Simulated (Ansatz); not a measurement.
The cation of H8MgN2Si2 (`[NH2][Mg][N]([SiH3])[SiH3]`) at the neutral geometry.

```yaml
crystal:
  periodic: [false, false, false]
  atoms:
    - {symbol: N, position_ang: [-0.568782, 2.950694, -1.223287]}
    - {symbol: Mg, position_ang: [-0.239696, 1.244117, -0.515540]}
    - {symbol: N, position_ang: [0.098505, -0.506188, 0.210826]}
    - {symbol: Si, position_ang: [0.612233, -0.573304, 1.837099]}
    - {symbol: Si, position_ang: [-0.146536, -1.827475, -0.841428]}
    - {symbol: H, position_ang: [-0.520380, 3.824994, -0.722735]}
    - {symbol: H, position_ang: [-0.826790, 3.163704, -2.174788]}
    - {symbol: H, position_ang: [1.968213, -1.168015, 2.017887]}
    - {symbol: H, position_ang: [-0.319046, -1.317172, 2.734020]}
    - {symbol: H, position_ang: [0.676133, 0.841238, 2.335917]}
    - {symbol: H, position_ang: [-0.592374, -1.261733, -2.158754]}
    - {symbol: H, position_ang: [-1.204908, -2.774646, -0.385673]}
    - {symbol: H, position_ang: [1.083728, -2.630816, -1.098641]}
basis:
  gaussian: {orbitals: def2-TZVPP}
total_charge: 1
magnetization: {spin_polarized: true, initial_magnetization: 1}
hamiltonian: {xc: {name: wB97X-V}}
```

```sh
$ ansatz run in.yaml --threads 2 --pin off --events-out ev --progress --plain --max-ram 32768MiB --backend cpu
```

It prints (some lines left out):

```
Functional definition: wB97X-V
1652 factors; their error is unknown
407 factors; integrals over basis functions are off by at most 2.5e-5 eV
mean field evaluation 1: about -24282.4588 eV, gradient 6.8e1 eV
mean field evaluation 2: about -24269.8413 eV, gradient 8.0e1 eV
mean field evaluation 4: about -24299.3544 eV, gradient 1.7e1 eV
mean field evaluation 8: about -24300.7010 eV, gradient 9.3e-1 eV
mean field evaluation 16: about -24300.8647 eV, gradient 1.9e-1 eV
mean field evaluation 32: about -24300.6062 eV, gradient 2.1e0 eV
mean field -24300.86617385 eV, -893.0403601702 hartree, gradient 8.4e-6 eV, S^2 0.754766; 4 other end points of the search recorded, 0 dependent functions left out
reference -24300.86617112 eV, -893.0403600698 hartree; 31, 30 occupied and 259, 260 virtual orbitals, 1652 factors
Total energy: -24300.86617112 eV, -893.0403600698 hartree
```

Hardware: 2 threads of a server CPU on a shared host. Wall time 2.2 min, peak host memory 2.1 GiB.
